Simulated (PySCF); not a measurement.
This script is equivalent to a calculation on O (oxygen, neutral).

```python
from pyscf import gto, scf, dft, mp, cc
import basis_set_exchange as bse
mol = gto.M(atom="O 0 0 0", charge=0, spin=2, symmetry="D2h",
            basis=gto.basis.parse(bse.get_basis("Sapporo-DZP-2012", elements=["O"], fmt="nwchem", header=False)),
            nucmod="G")
mf = dft.UKS(mol, xc="PBE0").sfx2c1e()
mf.irrep_nelec = {'Ag': (2, 2), 'B1u': (1, 0), 'B2u': (1, 1), 'B3u': (1, 0)}
mf.kernel()
```

(1) What total energy does it give?

(2) Which occupied shell lies highest, and where?

(3) What is ⟨S²⟩, and what would a pure spin state give?

Results:

(1) -75.038 hartree (calculated).

(2) 2p β, at -8.870 eV.

(3) 2.002, against 2.00.
